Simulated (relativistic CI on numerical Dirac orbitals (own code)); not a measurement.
**What each ingredient does to the levels of F**

Base calculation: Dirac-Coulomb-Breit CI, separate exchange-only KLI orbitals for each configuration, model QED, valence Slater integrals scaled by 0.85, P86 correlation energy added to each configuration.

Configurations in the expansion (outside the closed core 1s2): 2s2.2p5, 2s2.2p4.3s, 2s2.2p4.3p, 2s.2p6, 2s2.2p4.4s, 2s2.2p4.3d, 2s2.2p4.4p, 2s2.2p4.4d, 2s2.2p4.4f. Levels of other configurations are missing.

Variants: (1) no correlation estimate; (2) Slater integrals left unscaled; (3) Breit term removed; (4) one mean potential for all configurations. Shifts of the energy above 2s2.2p5 2P°_3/2, in cm⁻¹, for the lowest level and the first level of each name with at least 55 % of one term (blank where a level changes its place among those of its configuration and J or its character, or is not in the variant):

```csv
Level,Base,Δ(1),Δ(2),Δ(3),Δ(4),Measured
2s2.2p5 2P°_3/2,0.0,0.0,0.0,0.0,0.0,0.0
2s2.2p5 2P°_1/2,391.0,0.0,+1.7,+42.7,-47.5,404.1
2s2.2p4.3s 4P_5/2,97844.0,-5594.3,-1808.2,+27.2,-2339.4,102405.7
2s2.2p4.3s 4P_3/2,98115.4,-5594.3,-1807.2,+35.4,-2321.5,102680.4
2s2.2p4.3s 4P_1/2,98274.9,-5594.3,-1807.9,+50.4,-2311.3,102840.4
2s2.2p4.3s 2P_3/2,100040.6,-5595.7,-1429.8,+29.6,-1962.6,104731.0
2s2.2p4.3s 2P_1/2,100362.7,-5595.7,-1429.0,+45.5,-1941.3,105056.3
2s2.2p4.3p 4P°_5/2,111099.0,-6076.1,-1862.9,+30.1,-1775.1,115917.9
2s2.2p4.3p 4P°_3/2,111218.7,-6076.1,-1861.0,+35.3,-1765.5,116040.9
2s2.2p4.3p 4P°_1/2,111325.3,-6076.2,-1863.8,+37.8,-1760.0,116143.6
2s2.2p4.3p 4D°_7/2,111758.8,-6073.4,-1743.6,+29.1,-1669.8,116987.4
2s2.2p4.3p 4D°_5/2,111933.5,-6073.4,-1738.9,+33.2,-1651.1,117164.0
2s2.2p4.3p 4D°_3/2,112080.0,-6073.4,-1742.5,+41.9,-1644.6,117308.6
2s2.2p4.3p 4D°_1/2,112161.9,-6073.4,-1743.6,+49.4,-1640.8,117391.9
2s2.2p4.3p 2D°_5/2,112331.7,-6072.9,-1667.1,+33.3,-1540.9,117622.9
2s2.2p4.3p 2D°_3/2,112576.5,-6072.9,-1660.3,+45.3,-1513.3,117872.9
2s2.2p4.3p 2S°_1/2,112942.4,-6073.9,-1557.9,+33.6,-1493.1,
2s2.2p4.3p 4S°_3/2,112973.0,-6073.8,-1562.1,+36.5,-1500.1,
2s2.2p4.3p 2P°_3/2,113964.0,-6090.3,-1346.2,+35.7,-232.3,118936.8
2s2.2p4.3p 2P°_1/2,114092.3,-6089.2,-1348.4,+39.4,-261.4,119081.8
2s2.2p4.3s 2D_5/2,117740.4,-5594.0,+1669.4,+42.4,-2905.4,
2s2.2p4.3s 2D_3/2,117742.1,-5594.0,+1669.6,+41.9,-2905.0,
```

For a near-neutral ion this model can misplace configurations by up to about 10,000 cm⁻¹ (more where the count of f electrons changes) and terms by 10 to 25 % of their spread. Rates follow the energies as ν³ (E1, M1) or ν⁵ (E2), so they and the lifetimes can be off by large factors. The fine structure of a lone outer electron comes out too small, for d and f at times inverted, and misplaced configurations move strength between like terms. 17 of the 19 excited levels that our extract of the measured tables holds in this range could be paired (the sources list more); they are missed by 4648 cm⁻¹ on average and 5296 at most, and levels without a partner can miss by more.

Measured levels: NIST Handbook of Basic Atomic Spectroscopic Data (Sansonetti and Martin, J. Phys. Chem. Ref. Data 34, 1559 (2005)).

Ionisation energy from the two ground configurations alone: base 17.03 eV; no correlation estimate 15.91 eV; Slater integrals left unscaled 16.82 eV; Breit term removed 17.03 eV. The NIST ASD value (measured) is 17.4228 eV. The gap of more than 2 % comes from missing correlation.

LS names give the leading component of a level, which can be under half, so a name can repeat, a term be missing and a line seem to break the LS rules.
